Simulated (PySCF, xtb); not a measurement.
CH3BF2, SMILES FB(C)F.

GFN2-xTB in xtb 6.7.1 at its own geometry gives an orbital gap of 6.25 eV and a dipole moment of 2.20 D.

Coordinates come from a PBE-D3(BJ)/def2-SVP optimisation.

What does PySCF with HF/def2-TZVPD give? (An estimate is asked for; the answer gives what the named calculation found.)

gap 15.56 eV (levels -14.30 and 1.26 eV), dipole 1.89 D.
